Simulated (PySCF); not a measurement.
## TiF3: pyramidal angle as a parameter

TiF3: Ti(III) (d1), charge 0. The structure is a model geometry with rigid ligands and bond lengths from ionic radii, not a minimum; coordination trigonal planar, point group D3h, metal–donor distances 1.79 Å.

```
4

Ti    0.000    0.000    0.000
F     1.790    0.000    0.000
F    -0.895    1.550    0.000
F    -0.895   -1.550    0.000
```

Method (PySCF 2.14, density fitting): CASSCF(1,5) with orbitals averaged over all microstates of the shell, strongly contracted NEVPT2 on the averaged canonical orbitals; basis x2c-TZVPall on the metal, x2c-SVPall elsewhere; spin-free X2C; gas phase; spin-orbit coupling by state interaction with the mean-field operator over all roots.

The angle between each bond and z grows from 90° (planar).

```json
{"pyramidal angle": "90.0°", "group": "D3h", "ground": "2A1'", "next state (NEVPT2) / cm⁻¹": "2E'' 5317", "orbital energies above the lowest (NEVPT2 fit) / cm⁻¹": "0 5317 5317 22288 22288", "μeff(300 K) / μB": "1.77"}
{"pyramidal angle": "95.0°", "group": "C3v", "ground": "?", "next state (NEVPT2) / cm⁻¹": "?", "orbital energies above the lowest (NEVPT2 fit) / cm⁻¹": "?", "μeff(300 K) / μB": "?"}
{"pyramidal angle": "100.0°", "group": "C3v", "ground": "2A1", "next state (NEVPT2) / cm⁻¹": "2E 5467", "orbital energies above the lowest (NEVPT2 fit) / cm⁻¹": "0 5467 5467 21354 21354", "μeff(300 K) / μB": "1.77"}
{"pyramidal angle": "105.0°", "group": "C3v", "ground": "2A1", "next state (NEVPT2) / cm⁻¹": "2E 5567", "orbital energies above the lowest (NEVPT2 fit) / cm⁻¹": "0 5567 5567 20228 20228", "μeff(300 K) / μB": "1.76"}
{"pyramidal angle": "110.0°", "group": "C3v", "ground": "2A1", "next state (NEVPT2) / cm⁻¹": "2E 5558", "orbital energies above the lowest (NEVPT2 fit) / cm⁻¹": "0 5558 5558 18741 18741", "μeff(300 K) / μB": "1.76"}
```

Question: Fill in the row at 95.0°.

Answer: ground: 2A1; next state (NEVPT2) / cm⁻¹: 2E 5361; orbital energies above the lowest (NEVPT2 fit) / cm⁻¹: 0 5361 5361 22053 22053; μeff(300 K) / μB: 1.77.

NEVPT2 lifts 2E'' from 3139 to 5317 cm⁻¹; on the d shell alone such lifts tend to overshoot. NEVPT2 on the d shell alone tends to put d–d bands too high for such charged or covalently bound ions.
